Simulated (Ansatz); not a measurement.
Consider the hydrogenolysis of the Si–Al bond: `C[SiH](C)[AlH2]` + H₂ → `C[SiH2]C` + `[AlH3]`.

Computed with Ansatz on PBE0-D4/def2-TZVP structures; ΔE is electronic, products minus reactants. CCSD(T)/CBS adds triple-zeta CCSD(T) − MP2 to the extrapolated MP2 energy (def2 sets, frozen cores). This one scheme is used for every species. DFT in def2-TZVPP. B3LYP here is the variant with VWN-RPA as its local correlation; programs differ in this. HSE06 is defined as in plane-wave codes.

```json
{"level": "LDA (SPW92)", "ΔE (kJ/mol)": "-15.0", "difference from CCSD(T)/CBS": "10.2"}
{"level": "PBE-D4", "ΔE (kJ/mol)": "-9.9", "difference from CCSD(T)/CBS": "15.3"}
{"level": "revPBE-D4", "ΔE (kJ/mol)": "-9.3", "difference from CCSD(T)/CBS": "15.9"}
{"level": "BLYP-D4", "ΔE (kJ/mol)": "-22.0", "difference from CCSD(T)/CBS": "3.2"}
{"level": "r2SCAN-D4", "ΔE (kJ/mol)": "-20.5", "difference from CCSD(T)/CBS": "4.7"}
{"level": "PBE0-D4", "ΔE (kJ/mol)": "-16.9", "difference from CCSD(T)/CBS": "8.3"}
{"level": "B3LYP-D4", "ΔE (kJ/mol)": "-27.0", "difference from CCSD(T)/CBS": "-1.8"}
{"level": "r2SCANh-D4", "ΔE (kJ/mol)": "-22.2", "difference from CCSD(T)/CBS": "3.0"}
{"level": "r2SCAN0-D4", "ΔE (kJ/mol)": "-24.6", "difference from CCSD(T)/CBS": "0.6"}
{"level": "HSE06-D4", "ΔE (kJ/mol)": "-16.7", "difference from CCSD(T)/CBS": "8.5"}
{"level": "BHLYP-D4", "ΔE (kJ/mol)": "-34.4", "difference from CCSD(T)/CBS": "-9.2"}
{"level": "CAM-B3LYP-D4", "ΔE (kJ/mol)": "-35.1", "difference from CCSD(T)/CBS": "-9.9"}
{"level": "ωB97X-V", "ΔE (kJ/mol)": "-29.3", "difference from CCSD(T)/CBS": "-4.1"}
{"level": "B2PLYP", "ΔE (kJ/mol)": "-33.6", "difference from CCSD(T)/CBS": "-8.4"}
{"level": "PBE", "ΔE (kJ/mol)": "-15.1", "difference from CCSD(T)/CBS": "10.1"}
{"level": "revPBE", "ΔE (kJ/mol)": "-16.5", "difference from CCSD(T)/CBS": "8.7"}
{"level": "BLYP", "ΔE (kJ/mol)": "-31.6", "difference from CCSD(T)/CBS": "-6.4"}
{"level": "r2SCAN", "ΔE (kJ/mol)": "-22.1", "difference from CCSD(T)/CBS": "3.1"}
{"level": "PBE0", "ΔE (kJ/mol)": "-21.7", "difference from CCSD(T)/CBS": "3.5"}
{"level": "B3LYP", "ΔE (kJ/mol)": "-35.3", "difference from CCSD(T)/CBS": "-10.1"}
{"level": "r2SCANh", "ΔE (kJ/mol)": "-23.9", "difference from CCSD(T)/CBS": "1.3"}
{"level": "r2SCAN0", "ΔE (kJ/mol)": "-26.5", "difference from CCSD(T)/CBS": "-1.3"}
{"level": "HSE06", "ΔE (kJ/mol)": "-21.5", "difference from CCSD(T)/CBS": "3.7"}
{"level": "BHLYP", "ΔE (kJ/mol)": "-43.3", "difference from CCSD(T)/CBS": "-18.1"}
{"level": "CAM-B3LYP", "ΔE (kJ/mol)": "-40.5", "difference from CCSD(T)/CBS": "-15.3"}
{"level": "RPA@PBE/def2-TZVPP", "ΔE (kJ/mol)": "-29.8", "difference from CCSD(T)/CBS": "-4.6"}
{"level": "HF/def2-SVP", "ΔE (kJ/mol)": "-60.5", "difference from CCSD(T)/CBS": "-35.3"}
{"level": "CCSD/def2-SVP", "ΔE (kJ/mol)": "-39.7", "difference from CCSD(T)/CBS": "-14.5"}
{"level": "CCSD(T)/def2-SVP", "ΔE (kJ/mol)": "-35.9", "difference from CCSD(T)/CBS": "-10.7"}
{"level": "HF/def2-TZVPP", "ΔE (kJ/mol)": "-57.6", "difference from CCSD(T)/CBS": "-32.4"}
{"level": "MP2/def2-TZVPP", "ΔE (kJ/mol)": "-28.5", "difference from CCSD(T)/CBS": "-3.3"}
{"level": "SCS-MP2/def2-TZVPP", "ΔE (kJ/mol)": "-34.7", "difference from CCSD(T)/CBS": "-9.5"}
{"level": "CCSD/def2-TZVPP", "ΔE (kJ/mol)": "-32.7", "difference from CCSD(T)/CBS": "-7.5"}
{"level": "CCSD(T)/def2-TZVPP", "ΔE (kJ/mol)": "-27.2", "difference from CCSD(T)/CBS": "-2.0"}
{"level": "HF/def2-QZVPP", "ΔE (kJ/mol)": "-58.3", "difference from CCSD(T)/CBS": "-33.1"}
{"level": "MP2/def2-QZVPP", "ΔE (kJ/mol)": "-27.6", "difference from CCSD(T)/CBS": "-2.4"}
{"level": "SCS-MP2/def2-QZVPP", "ΔE (kJ/mol)": "-33.9", "difference from CCSD(T)/CBS": "-8.7"}
{"level": "HF/CBS(def2)", "ΔE (kJ/mol)": "-58.4", "difference from CCSD(T)/CBS": "-33.2"}
{"level": "MP2/CBS(def2)", "ΔE (kJ/mol)": "-26.5", "difference from CCSD(T)/CBS": "-1.3"}
{"level": "CCSD/CBS(def2)", "ΔE (kJ/mol)": "-30.7", "difference from CCSD(T)/CBS": "-5.5"}
{"level": "CCSD(T)/CBS", "ΔE (kJ/mol)": "-25.2", "difference from CCSD(T)/CBS": "0"}
```

Largest T1 diagnostic among the species: 0.010.

At CCSD(T), def2-SVP lies −10.7 kJ/mol from the extrapolated value and def2-TZVPP −2.0 kJ/mol. Leaving LDA and LC-ωPBE aside and taking each functional with its dispersion term where it has one, the values, not all of them listed here, spread over 28.9 kJ/mol, from B97M-V to revPBE-D4.
